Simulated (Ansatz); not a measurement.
CH2NO (SMILES N[C]=O), doublet, at a GFN2-xTB geometry. Base run: BLYP/def2-SVP (Ansatz, an electronic-structure program).

Geometry (Å):
```xyz
5

O     -0.2624     1.2079    -0.0140
C     -0.4147     0.0168     0.0006
N      0.4349    -0.9938     0.0111
H      0.0950    -1.9399     0.0231
H      1.4482    -0.8678     0.0076
```
Charge 0, spin multiplicity 2.
Orbitals are unrestricted.
All else is at Ansatz's defaults.
Base energy -169.07586 Eh.

Variants of this job, named by their change:

```csv
change,ΔE vs base (mEh)
base,0.000
accuracy = high,0.001
"final_grid = 10, 20, 41",0.000
fitting.mean_field = def2-universal-JKFIT,-0.041
"final_grid = 6, 12, 29",0.001
lower_state_search = off,0.000
"final_grid = 4, 8, 17",0.158
lower_state_search = full,0.000
nuclear_model = gaussian,0.021
"point_charge = charge:0.5 position_ang:-3.5664, 1.7135, 1.8599",-7.260
lower_state_search = light,0.000
```
